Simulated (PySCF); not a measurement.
PySCF input file for AlH2, SMILES [AlH2+], charge +1, TDA-PBE0/def2-TZVPD. Coordinates come from a B3LYP-D3(BJ)/def2-TZVPD optimisation. The spin state was assumed, not searched. The isomer is the one that the SMILES or the coordinates give; other isomers of the formula were not compared.

```python
import numpy as np
from pyscf import gto, scf, dft, tdscf

mol = gto.M(
    atom='''
    Al    0.00000000    0.00000000    0.00000000
    H     0.00000000    0.00000000   -1.54967201
    H     0.00000000    0.00000000    1.54967201
    ''',
    basis='def2-TZVPD',
    charge=1,
    spin=0,
    symmetry=True,
    symmetry_subgroup='D2h',
    max_memory=1600,
    verbose=4,
)
mf = dft.RKS(mol, xc='pbe0').density_fit(auxbasis='def2-universal-jkfit')
mf.grids.level = 3
mf.conv_tol = 1e-9
mf.max_cycle = 100
mf.kernel()
mf.grids = dft.Grids(mol).set(level=1).build(with_non0tab=True)  # coarser grid for the response kernel
td = tdscf.TDA(mf)
td.singlet = True
td.nstates = 10
td.conv_tol = 1e-4
td.positive_eig_threshold = 1e-6
td.kernel(x0=td.get_init_guess(mf, 15))
td.analyze()
tt = tdscf.TDA(mf)
tt.singlet = False
tt.nstates = 4
tt.conv_tol = 1e-4
tt.positive_eig_threshold = 1e-6
tt.kernel(x0=tt.get_init_guess(mf, 9))
tt.analyze(verbose=3)
```

Log of the run:

```
PySCF version 2.14.0

[INPUT] verbose = 4
[INPUT] num. atoms = 3
[INPUT] num. electrons = 14
[INPUT] charge = 1
[INPUT] spin (= nelec alpha-beta = 2S) = 0
[INPUT] symmetry True subgroup D2h
[INPUT] Mole.unit = angstrom
[INPUT] Symbol           X                Y                Z      unit          X                Y                Z       unit  Magmom
[INPUT]  1 Al     0.000000000000   0.000000000000   0.000000000000 AA    0.000000000000   0.000000000000   0.000000000000 Bohr   0.0
[INPUT]  2 H      0.000000000000   0.000000000000  -1.549672010000 AA    0.000000000000   0.000000000000  -2.928455681804 Bohr   0.0
[INPUT]  3 H      0.000000000000   0.000000000000   1.549672010000 AA    0.000000000000   0.000000000000   2.928455681804 Bohr   0.0

nuclear repulsion = 9.04913813948282
point group symmetry = Dooh, use subgroup D2h
symmetry origin: [0. 0. 0.]
symmetry axis x: [1. 0. 0.]
symmetry axis y: [0. 1. 0.]
symmetry axis z: [0. 0. 1.]
num. orbitals of irrep Ag = 17
num. orbitals of irrep B1g = 3
num. orbitals of irrep B2g = 5
num. orbitals of irrep B3g = 5
num. orbitals of irrep Au = 1
num. orbitals of irrep B1u = 12
num. orbitals of irrep B2u = 9
num. orbitals of irrep B3u = 9
number of shells = 25
number of NR pGTOs = 91
number of NR cGTOs = 61
basis = def2-TZVPD
ecp = {}


******** <class 'pyscf.df.df_jk.DFSymAdaptedRKS'> ********
method = DFSymAdaptedRKS
initial guess = minao
damping factor = 0
level_shift factor = 0
DIIS = <class 'pyscf.scf.diis.CDIIS'>
diis_start_cycle = 1
diis_space = 8
diis_damp = 0
SCF conv_tol = 1e-09
SCF conv_tol_grad = None
SCF max_cycles = 100
direct_scf = False
XC library pyscf.dft.libxc version 7.1.2
    S. Lehtola, C. Steigemann, M. J. T. Oliveira, and M. A. L. Marques,  SoftwareX 7, 1–5 (2018)
XC functionals = pbe0
    C. Adamo and V. Barone,  J. Chem. Phys. 110, 6158 (1999)
    M. Ernzerhof and G. E. Scuseria,  J. Chem. Phys. 110, 5029 (1999)
radial grids:
    Treutler-Ahlrichs [JCP 102, 346 (1995); DOI:10.1063/1.469408] (M4) radial grids

becke partition: Becke, JCP 88, 2547 (1988); DOI:10.1063/1.454033
pruning grids: <function nwchem_prune>
grids dens level: 3
symmetrized grids: True
atomic radii adjust function: <function treutler_atomic_radii_adjust>
small_rho_cutoff = 0
Freeze 0 electrons in irreps []
    14 free electrons in irreps Ag B1g B2g B3g Au B1u B2u B3u
Set gradient conv threshold to 3.16228e-05
Initial guess from minao.
tot grids = 38800
******** <class 'pyscf.df.df.DF'> ********
auxbasis = def2-universal-jkfit
init E= -243.28456401463
HOMO (B1u) = -0.346880956767552  LUMO (B3u) = -0.082059850372437  gap/eV = 7.20615
cycle= 1 E= -243.165534160719  delta_E= 0.119  |g|=  0.2  |ddm|= 1.21
HOMO (B1u) = -0.609170048647802  LUMO (B2u) = -0.324902183583305  gap/eV = 7.73532
cycle= 2 E= -243.179997516871  delta_E= -0.0145  |g|= 0.115  |ddm|= 0.791
HOMO (B1u) = -0.599397230551634  LUMO (B3u) = -0.304058570907886  gap/eV = 8.03657
cycle= 3 E= -243.181933901647  delta_E= -0.00194  |g|= 0.0106  |ddm|= 0.191
HOMO (B1u) = -0.594863714180781  LUMO (B3u) = -0.298757192225506  gap/eV = 8.05747
cycle= 4 E= -243.181951562846  delta_E= -1.77e-05  |g|= 0.00147  |ddm|= 0.0246
HOMO (B1u) = -0.594431012775884  LUMO (B2u) = -0.298667218830879  gap/eV = 8.04814
cycle= 5 E= -243.181952349881  delta_E= -7.87e-07  |g|= 0.000157  |ddm|= 0.00347
HOMO (B1u) = -0.594576801337519  LUMO (B2u) = -0.298725127410767  gap/eV = 8.05053
cycle= 6 E= -243.181952363131  delta_E= -1.33e-08  |g|= 2.02e-05  |ddm|= 0.000284
HOMO (B1u) = -0.594571264923878  LUMO (B3u) = -0.298724804402522  gap/eV = 8.05039
cycle= 7 E= -243.181952363302  delta_E= -1.72e-10  |g|= 9.46e-07  |ddm|= 6.18e-05
HOMO (B1u) = -0.594571578437785  LUMO (B3u) = -0.298724968588434  gap/eV = 8.05040
Extra cycle  E= -243.181952363302  delta_E= 7.39e-13  |g|= 4.01e-07  |ddm|= 4.11e-06
converged SCF energy = -243.181952363302
tot grids = 11296
Overwritten attributes  positive_eig_threshold  of <class 'pyscf.tdscf.rks.TDA'>


******** <class 'pyscf.tdscf.rks.TDA'> for <class 'pyscf.df.df_jk.DFSymAdaptedRKS'> ********
nstates = 10 singlet
deg_eia_thresh = 1.000e-03
wfnsym = None
conv_tol = 0.0001
eigh lindep = 1e-12
eigh level_shift = 0
eigh max_cycle = 100


Excitation energies (eV)
[ 6.38429942  6.38429942  9.48337437  9.53700398  9.53700398 10.66267483
 11.45938175 12.16446037 12.16446037 12.27582927]

** Singlet excitation energies and oscillator strengths **
Excited State   1:  B2g      6.38430 eV    194.20 nm  f=0.0000
       7 -> 9        -0.70649
Excited State   2:  B3g      6.38430 eV    194.20 nm  f=0.0000
       7 -> 8        -0.70649
Excited State   3:  B1u      9.48337 eV    130.74 nm  f=1.0848
       7 -> 10        0.69379
Excited State   4:  B3u      9.53700 eV    130.00 nm  f=0.3384
       6 -> 9        -0.68751
       7 -> 12        0.15162
Excited State   5:  B2u      9.53700 eV    130.00 nm  f=0.3384
       6 -> 8        -0.68751
       7 -> 13        0.15162
Excited State   6:   Ag     10.66267 eV    116.28 nm  f=0.0000
       6 -> 10        0.69677
Excited State   7:  B1u     11.45938 eV    108.19 nm  f=0.0629
       7 -> 11        0.70180
Excited State   8:  B2u     12.16446 eV    101.92 nm  f=0.6593
       6 -> 8         0.14796
       7 -> 13        0.68746
Excited State   9:  B3u     12.16446 eV    101.92 nm  f=0.6593
       6 -> 9         0.14796
       7 -> 12        0.68746
Excited State  10:  B1u     12.27583 eV    101.00 nm  f=0.0000
       7 -> 15        0.70272

** Transition electric dipole moments (AU) **
state          X           Y           Z        Dip. S.      Osc.
  1        -0.0000      0.0000      0.0000      0.0000      0.0000
  2         0.0000     -0.0000     -0.0000      0.0000      0.0000
  3        -0.0000     -0.0000     -2.1608      4.6690      1.0848
  4        -1.2034     -0.0000     -0.0000      1.4483      0.3384
  5         0.0000     -1.2034      0.0000      1.4483      0.3384
  6         0.0000     -0.0000     -0.0000      0.0000      0.0000
  7        -0.0000      0.0000      0.4732      0.2240      0.0629
  8        -0.0000      1.4874     -0.0000      2.2123      0.6593
  9         1.4874      0.0000     -0.0000      2.2123      0.6593
 10         0.0000      0.0000     -0.0000      0.0000      0.0000

** Transition velocity dipole moments (imaginary part, AU) **
state          X           Y           Z        Dip. S.      Osc.
  1         0.0000      0.0000      0.0000      0.0000      0.0000
  2         0.0000     -0.0000     -0.0000      0.0000      0.0000
  3        -0.0000     -0.0000     -0.5611      0.3148      0.6022
  4        -0.2924     -0.0000     -0.0000      0.0855      0.1626
  5         0.0000     -0.2924      0.0000      0.0855      0.1626
  6         0.0000     -0.0000      0.0000      0.0000      0.0000
  7        -0.0000      0.0000      0.2231      0.0498      0.0788
  8        -0.0000      0.5349     -0.0000      0.2862      0.4268
  9         0.5349      0.0000      0.0000      0.2862      0.4268
 10         0.0000     -0.0000     -0.0000      0.0000      0.0000

** Transition magnetic dipole moments (imaginary part, AU) **
state          X           Y           Z
  1        -0.0000      1.3358      0.0000
  2        -1.3358      0.0000     -0.0000
  3        -0.0000     -0.0000     -0.0000
  4         0.0000     -0.0000     -0.0000
  5         0.0000      0.0000     -0.0000
  6        -0.0000     -0.0000     -0.0000
  7        -0.0000      0.0000      0.0000
  8        -0.0000     -0.0000     -0.0000
  9         0.0000      0.0000     -0.0000
 10        -0.0000      0.0000      0.0000


******** <class 'pyscf.tdscf.rks.TDA'> for <class 'pyscf.df.df_jk.DFSymAdaptedRKS'> ********
nstates = 4 triplet
deg_eia_thresh = 1.000e-03
wfnsym = None
conv_tol = 0.0001
eigh lindep = 1e-12
eigh level_shift = 0
eigh max_cycle = 100


Excitation energies (eV)
[5.69384092 5.69384092 5.93672403 7.59930301]

** Triplet excitation energies and oscillator strengths **
Excited State   1:  B2g      5.69384 eV    217.75 nm  f=0.0000
Excited State   2:  B3g      5.69384 eV    217.75 nm  f=0.0000
Excited State   3:  B1u      5.93672 eV    208.84 nm  f=0.0000
Excited State   4:  B3u      7.59930 eV    163.15 nm  f=0.0000
```

The run converged.
